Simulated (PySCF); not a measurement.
Cl$_{4}$Ga, charge -1, singlet, geometry from GFN2-xTB (such geometries of metal compounds can be far from the true shape); X3LYP/6-31G in PySCF.

PySCF was given this input:
```python
from pyscf import gto, scf, dft

mol = gto.M(
    atom='''
Ga    0.000000    0.000000   -0.000000
Cl    1.712787   -0.599084   -1.193301
Cl    0.655374    0.491900    2.011226
Cl   -0.937679    1.739129   -0.901498
Cl   -1.430483   -1.631945    0.083574
''',
    basis='6-31g',
    charge=-1,
    spin=0,
    verbose=4,
)

mf = dft.RKS(mol)
mf.xc = 'x3lyp'
mf.kernel()
mf.analyze()
```

Task: What does PySCF print? Leave out banner, timings and long lists.

Result: 
```
PySCF version 2.14.0

[INPUT] verbose = 4
[INPUT] num. atoms = 5
[INPUT] num. electrons = 100
[INPUT] charge = -1
[INPUT] spin (= nelec alpha-beta = 2S) = 0
[INPUT] symmetry False subgroup None
[INPUT] Mole.unit = angstrom
[INPUT] Symbol           X                Y                Z      unit          X                Y                Z       unit  Magmom
[INPUT]  1 Ga     0.000000000000   0.000000000000   0.000000000000 AA    0.000000000000   0.000000000000   0.000000000000 Bohr   0.0
[INPUT]  2 Cl     1.712787000000  -0.599084000000  -1.193301000000 AA    3.236698339715  -1.132104685609  -2.255012074170 Bohr   0.0
[INPUT]  3 Cl     0.655374000000   0.491900000000   2.011226000000 AA    1.238477369161   0.929556280674   3.800666314604 Bohr   0.0
[INPUT]  4 Cl    -0.937679000000   1.739129000000  -0.901498000000 AA   -1.771956502756   3.286477505289  -1.703584321843 Bohr   0.0
[INPUT]  5 Cl    -1.430483000000  -1.631945000000   0.083574000000 AA   -2.703221095846  -3.083929100353   0.157931971134 Bohr   0.0

nuclear repulsion = 772.378163933999
number of shells = 39
number of NR pGTOs = 274
number of NR cGTOs = 79
basis = 6-31g
ecp = {}

******** <class 'pyscf.dft.rks.RKS'> ********
method = RKS
initial guess = minao
damping factor = 0
level_shift factor = 0
DIIS = <class 'pyscf.scf.diis.CDIIS'>
diis_start_cycle = 1
diis_space = 8
diis_damp = 0
SCF conv_tol = 1e-09
SCF conv_tol_grad = None
SCF max_cycles = 50
direct_scf = True
direct_scf_tol = 1e-13
XC library pyscf.dft.libxc version 7.1.2
    S. Lehtola, C. Steigemann, M. J. T. Oliveira, and M. A. L. Marques,  SoftwareX 7, 1–5 (2018)
XC functionals = x3lyp
    X. Xu and W. A. Goddard,  Proc. Natl. Acad. Sci. U. S. A. 101, 2673 (2004)
radial grids:
    Treutler-Ahlrichs [JCP 102, 346 (1995); DOI:10.1063/1.469408] (M4) radial grids

becke partition: Becke, JCP 88, 2547 (1988); DOI:10.1063/1.454033
pruning grids: <function nwchem_prune>
grids dens level: 3
symmetrized grids: False
atomic radii adjust function: <function treutler_atomic_radii_adjust>
small_rho_cutoff = 0
Set gradient conv threshold to 3.16228e-05
Initial guess from minao.
tot grids = 96424
init E= -3765.05478052549
  HOMO = -0.37007760197174  LUMO = -0.0643597822510182  gap/eV = 8.31901
cycle= 1 E= -3765.24502837974  delta_E= -0.19  |g|=  0.5  |ddm|= 2.61
  HOMO = -0.114115034459701  LUMO = 0.126028177017295  gap/eV = 6.53463
cycle= 2 E= -3765.23997505378  delta_E= 0.00505  |g|= 0.571  |ddm|= 1.86
  HOMO = -0.154641932467594  LUMO = 0.125554394252936  gap/eV = 7.62453
cycle= 3 E= -3765.33426712692  delta_E= -0.0943  |g|= 0.0612  |ddm|= 0.926
  HOMO = -0.158216488859782  LUMO = 0.123073440934122  gap/eV = 7.65429
cycle= 4 E= -3765.3346890395  delta_E= -0.000422  |g|= 0.00554  |ddm|= 0.0402
  HOMO = -0.158696529397738  LUMO = 0.122978053774764  gap/eV = 7.66476
cycle= 5 E= -3765.33469256501  delta_E= -3.53e-06  |g|= 0.00044  |ddm|= 0.00523
  HOMO = -0.15860801287814  LUMO = 0.123151705496343  gap/eV = 7.66707
cycle= 6 E= -3765.33469266424  delta_E= -9.92e-08  |g|= 0.000111  |ddm|= 0.00171
  HOMO = -0.158627309395101  LUMO = 0.1231217727507  gap/eV = 7.66678
cycle= 7 E= -3765.33469266925  delta_E= -5.01e-09  |g|= 2.67e-06  |ddm|= 0.000325
  HOMO = -0.158627342740596  LUMO = 0.123121641032315  gap/eV = 7.66678
cycle= 8 E= -3765.33469266929  delta_E= -3.73e-11  |g|= 1.35e-07  |ddm|= 4.48e-06
  HOMO = -0.158627308287607  LUMO = 0.123121672327569  gap/eV = 7.66678
Extra cycle  E= -3765.33469266929  delta_E= -3.64e-12  |g|= 1.42e-07  |ddm|= 4.54e-07
converged SCF energy = -3765.33469266929
**** SCF Summaries ****
Total Energy =                       -3765.334692669292963
Nuclear Repulsion Energy =             772.378163933998621
One-electron Energy =                -6784.879830984114051
Two-electron Energy =                 2247.166974380822921
Two-electron Coulomb Energy =         2435.576840899473609
DFT Exchange-Correlation Energy =     -188.409866518650716
HOMO-LUMO gap [eV] =                     7.666780272261058
**** MO energy ****
MO #1   energy= -372.541700347578  occ= 2
MO #2   energy= -101.429015184525  occ= 2
MO #3   energy= -101.4290011723    occ= 2
MO #4   energy= -101.428998613111  occ= 2
MO #5   energy= -101.428996894305  occ= 2
MO #6   energy= -45.8401313324294  occ= 2
MO #7   energy= -40.5854527774901  occ= 2
MO #8   energy= -40.5854527379662  occ= 2
MO #9   energy= -40.5854525704942  occ= 2
MO #10  energy= -9.31448651445006  occ= 2
MO #11  energy= -9.31444950306301  occ= 2
MO #12  energy= -9.31444742294402  occ= 2
MO #13  energy= -9.31444571347409  occ= 2
MO #14  energy= -7.06844375741209  occ= 2
MO #15  energy= -7.06844123188294  occ= 2
MO #16  energy= -7.06843886059152  occ= 2
MO #17  energy= -7.06841497017168  occ= 2
MO #18  energy= -7.06207248528341  occ= 2
MO #19  energy= -7.06207182109887  occ= 2
MO #20  energy= -7.06206897249852  occ= 2
MO #21  energy= -7.06206297668394  occ= 2
MO #22  energy= -7.06205724407928  occ= 2
MO #23  energy= -7.0620560427785   occ= 2
MO #24  energy= -7.06203147014811  occ= 2
MO #25  energy= -7.0620284980119   occ= 2
MO #26  energy= -5.39739010997605  occ= 2
MO #27  energy= -3.67702969696901  occ= 2
MO #28  energy= -3.67702947551664  occ= 2
MO #29  energy= -3.67702937913332  occ= 2
MO #30  energy= -0.71961978864827  occ= 2
MO #31  energy= -0.719616853811621 occ= 2
MO #32  energy= -0.7196155158409   occ= 2
MO #33  energy= -0.701925243832222 occ= 2
MO #34  energy= -0.701922195628736 occ= 2
MO #35  energy= -0.686948900680027 occ= 2
MO #36  energy= -0.64241628699245  occ= 2
MO #37  energy= -0.642415155345468 occ= 2
MO #38  energy= -0.642414387841618 occ= 2
MO #39  energy= -0.325870734096451 occ= 2
MO #40  energy= -0.232799690675873 occ= 2
MO #41  energy= -0.232799004400111 occ= 2
MO #42  energy= -0.232798309456062 occ= 2
MO #43  energy= -0.180361116813161 occ= 2
MO #44  energy= -0.180361049985683 occ= 2
MO #45  energy= -0.17162670716043  occ= 2
MO #46  energy= -0.171625851270816 occ= 2
MO #47  energy= -0.171625631155105 occ= 2
MO #48  energy= -0.158628308862815 occ= 2
MO #49  energy= -0.158627728237466 occ= 2
MO #50  energy= -0.158627308287607 occ= 2
MO #51  energy= 0.123121672327569  occ= 0
MO #52  energy= 0.203550002339021  occ= 0
MO #53  energy= 0.203551573490808  occ= 0
MO #54  energy= 0.203552908590168  occ= 0
MO #55  energy= 0.214797542662118  occ= 0
MO #56  energy= 0.300887187585727  occ= 0
MO #57  energy= 0.300887655753822  occ= 0
MO #58  energy= 0.300888178657957  occ= 0
 ** Mulliken pop on meta-lowdin orthogonal AOs  **
 ** Mulliken pop  **
 ** Mulliken atomic charges  **
charge of    0Ga =      0.50499
charge of    1Cl =     -0.37625
charge of    2Cl =     -0.37624
charge of    3Cl =     -0.37625
charge of    4Cl =     -0.37625

WARN: System has nonzero charge -1; the dipole moment is origin-dependent.
Location of origin: [0. 0. 0.]

Dipole moment(X, Y, Z, Debye): -0.00003,  0.00004,  0.00004
```
